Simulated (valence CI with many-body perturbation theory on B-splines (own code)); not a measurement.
# Ho XXVIII: one-electron terms

Computed by relativistic CI+MBPT: four valence electrons over a frozen Dirac-Fock core [Kr], radial functions for each j: 7 s, 7 p, 8 d, 6 f, 4 g, 1 h, with the one-electron correlation potential Σ1 (screened to all orders), the two-electron term Σ2, the three-electron term Σ3, Breit, model QED; selected single and double excitations, second order for the rest, scaled by the run's own slope (own B-spline code, finite nucleus).

The last digits are not significant, and no measured levels were compared; by estimate large intervals hold to a few tenths of a per cent, small ones and those within an open d or f shell to about a per cent. The list stops below the first excitations out of the core.

These are the spectroscopic orbitals of the CI (the correlating ones are not listed), shaped by the core and the other valence electrons. h is the expectation value of the core's Dirac-Fock operator, without the valence repulsion; Σ1 is computed up to l = 3 at one energy for each symmetry, that of its lowest orbital but kept below the first core excitation, so for empty shells it is not the orbital's own correlation shift; Breit and QED include the response of the core.

| Orbital | h (hartree) | Σ1 (cm⁻¹) | Breit (cm⁻¹) | QED (cm⁻¹) | ⟨r⟩ (bohr) |
| --- | --- | --- | --- | --- | --- |
| 5s1/2 | -28.375 | -10903 | 2655 | 2077 | 0.8692 |
| 6s1/2 | -18.236 | -4215 | 1384 | 1089 | 1.350 |
| 7s1/2 | -12.731 | -2163 | 796 | 635 | 1.941 |
| 5p1/2 | -26.964 | -10585 | 4096 | -28.8 | 0.8875 |
| 6p1/2 | -17.488 | -4279 | 2191 | -13.3 | 1.381 |
| 7p1/2 | -12.287 | -2243 | 1284 | -7.2 | 1.985 |
| 5p3/2 | -26.168 | -9572 | 2430 | 173 | 0.9170 |
| 6p3/2 | -17.074 | -3977 | 1317 | 95.0 | 1.416 |
| 7p3/2 | -12.043 | -2109 | 837 | 56.8 | 2.026 |
| 4d3/2 | -41.197 | -21617 | 4322 | -529 | 0.5029 |
| 5d3/2 | -23.884 | -9527 | 1784 | -174 | 0.9373 |
| 6d3/2 | -15.858 | -4342 | 953 | -90.3 | 1.466 |
| 4d5/2 | -40.788 | -21027 | 2378 | -300 | 0.5091 |
| 5d5/2 | -23.713 | -9406 | 1035 | -86.1 | 0.9448 |
| 6d5/2 | -15.767 | -4286 | 558 | -43.9 | 1.476 |
| 4f5/2 | -34.81 | -42407 | 562 | -400 | 0.4886 |
| 5f5/2 | -21.268 | -9306 | 361 | -136 | 0.9602 |
| 4f7/2 | -34.72 | -38911 | -484 | -329 | 0.4910 |
| 5f7/2 | -21.227 | -9129 | -61.5 | -106 | 0.9625 |
| 5g7/2 | -19.571 |  | -118 | -49.3 | 0.9241 |
| 5g9/2 | -19.561 |  | -197 | -39.3 | 0.9249 |

Among the shells of the start configuration 4d4, Σ1 is largest in size for 4d3/2, where it is 0.24 % of h.

Lowest root of each symmetry, sizes in configuration state functions:

| J | Parity | Roots | Reference | Variational | Second order | Change by selected CI (cm⁻¹) | Change by second order (cm⁻¹) |
| --- | --- | --- | --- | --- | --- | --- | --- |
| 0 | even | 5 | 38 | 6397 | 29736 | -4848 | -2 |
| 1 | even | 4 | 76 | 12135 | 61849 | -3949 | -6 |
| 2 | even | 8 | 121 | 18874 | 93269 | -4221 | -7 |
| 3 | even | 6 | 120 | 18949 | 115253 | -4701 | -9 |
| 4 | even | 7 | 120 | 18976 | 139502 | -5133 | -10 |
| 5 | even | 2 | 86 | 13321 | 70948 | -5108 | -12 |
| 6 | even | 2 | 66 | 10638 | 80289 | -5416 | -11 |
| 0 | odd | 8 | 43 | 12329 | 54088 | -6194 | -3 |
| 1 | odd | 21 | 122 | 31999 | 155013 | -4987 | -4 |
| 2 | odd | 33 | 175 | 31989 | 234351 | -5295 | -50 |
| 3 | odd | 35 | 193 | 31994 | 308414 | -5019 | -68 |
| 4 | odd | 34 | 180 | 31985 | 268734 | -4223 | -69 |
| 5 | odd | 27 | 145 | 31996 | 279460 | -4117 | -39 |
| 6 | odd | 19 | 101 | 31613 | 212672 | -3893 | -19 |
| 7 | odd | 11 | 61 | 27985 | 158273 | -4501 | -4 |
| 8 | odd | 5 | 31 | 17112 | 93465 | -4664 | -4 |
| 9 | odd | 1 | 13 | 7027 | 53046 | -5984 | -6 |
